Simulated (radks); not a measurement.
Results of a calculation; reference values are marked as such.
All-electron atom: Tm XI in [Kr] 4d10 4f11 5s2.

Level of theory: scalar-relativistic Kohn-Sham, SCAN, spin-polarised, spherical densities, finite nucleus; open shells are filled with parallel spins first (spin-orbit coupling, left out, can overturn this in heavy ions); meta-GGA in the generalised Kohn-Sham scheme; Fermi nuclear charge, rms radius 5.2256 fm (a radial shooting solver on a logarithmic mesh with Libxc functionals).

Energy parts (eV):
total: -368382.34
kinetic: 400414.10
electron-nucleus: -895012.62
Hartree: 133843.10
exchange-correlation: -7626.91

Orbitals (lengths in bohr, moments of r in powers of bohr; <r^-3> diverges for s and p1/2; r(max) is where P^2 peaks):
[
 {"orbital": "1s up", "occ.": "1", "eigenvalue (eV)": "-59536.74", "<r^-3>": "-", "r(max)": "0.01261", "<1/r>": "79.07"},
 {"orbital": "1s down", "occ.": "1", "eigenvalue (eV)": "-59536.75", "<r^-3>": "-", "r(max)": "0.01261", "<1/r>": "79.07"},
 {"orbital": "2s up", "occ.": "1", "eigenvalue (eV)": "-10215.51", "<r^-3>": "-", "r(max)": "0.07182", "<1/r>": "18.45"},
 {"orbital": "2s down", "occ.": "1", "eigenvalue (eV)": "-10215.43", "<r^-3>": "-", "r(max)": "0.07182", "<1/r>": "18.45"},
 {"orbital": "2p up", "occ.": "3", "eigenvalue (eV)": "-9036.719", "<r^-3>": "15140", "r(max)": "0.05855", "<1/r>": "16.97"},
 {"orbital": "2p down", "occ.": "3", "eigenvalue (eV)": "-9036.664", "<r^-3>": "15140", "r(max)": "0.05855", "<1/r>": "16.97"},
 {"orbital": "3s up", "occ.": "1", "eigenvalue (eV)": "-2442.500", "<r^-3>": "-", "r(max)": "0.2029", "<1/r>": "6.814"},
 {"orbital": "3s down", "occ.": "1", "eigenvalue (eV)": "-2440.701", "<r^-3>": "-", "r(max)": "0.2029", "<1/r>": "6.819"},
 {"orbital": "3p up", "occ.": "3", "eigenvalue (eV)": "-2083.070", "<r^-3>": "3286", "r(max)": "0.2000", "<1/r>": "6.347"},
 {"orbital": "3p down", "occ.": "3", "eigenvalue (eV)": "-2081.196", "<r^-3>": "3291", "r(max)": "0.1999", "<1/r>": "6.352"},
 {"orbital": "3d up", "occ.": "5", "eigenvalue (eV)": "-1639.036", "<r^-3>": "432.7", "r(max)": "0.1635", "<1/r>": "6.006"},
 {"orbital": "3d down", "occ.": "5", "eigenvalue (eV)": "-1637.509", "<r^-3>": "433.4", "r(max)": "0.1634", "<1/r>": "6.010"},
 {"orbital": "4s up", "occ.": "1", "eigenvalue (eV)": "-626.5047", "<r^-3>": "-", "r(max)": "0.4645", "<1/r>": "2.874"},
 {"orbital": "4s down", "occ.": "1", "eigenvalue (eV)": "-622.6050", "<r^-3>": "-", "r(max)": "0.4645", "<1/r>": "2.872"},
 {"orbital": "4p up", "occ.": "3", "eigenvalue (eV)": "-507.5037", "<r^-3>": "744.7", "r(max)": "0.4854", "<1/r>": "2.633"},
 {"orbital": "4p down", "occ.": "3", "eigenvalue (eV)": "-503.6512", "<r^-3>": "742.6", "r(max)": "0.4854", "<1/r>": "2.630"},
 {"orbital": "4d up", "occ.": "5", "eigenvalue (eV)": "-348.7353", "<r^-3>": "83.85", "r(max)": "0.5002", "<1/r>": "2.340"},
 {"orbital": "4d down", "occ.": "5", "eigenvalue (eV)": "-344.8811", "<r^-3>": "83.46", "r(max)": "0.5003", "<1/r>": "2.336"},
 {"orbital": "4f up", "occ.": "7", "eigenvalue (eV)": "-173.1045", "<r^-3>": "13.85", "r(max)": "0.4851", "<1/r>": "1.886"},
 {"orbital": "4f down", "occ.": "4", "eigenvalue (eV)": "-169.3044", "<r^-3>": "13.68", "r(max)": "0.4864", "<1/r>": "1.874"},
 {"orbital": "5s up", "occ.": "1", "eigenvalue (eV)": "-208.9103", "<r^-3>": "-", "r(max)": "1.029", "<1/r>": "1.220"},
 {"orbital": "5s down", "occ.": "1", "eigenvalue (eV)": "-206.8756", "<r^-3>": "-", "r(max)": "1.033", "<1/r>": "1.213"}
]

The highest occupied level is 4f down at -169.30 eV. Spin moment in Bohr magnetons: 3.

Empty levels of this run are not shown, since the potential may be unsettled where no density lies.
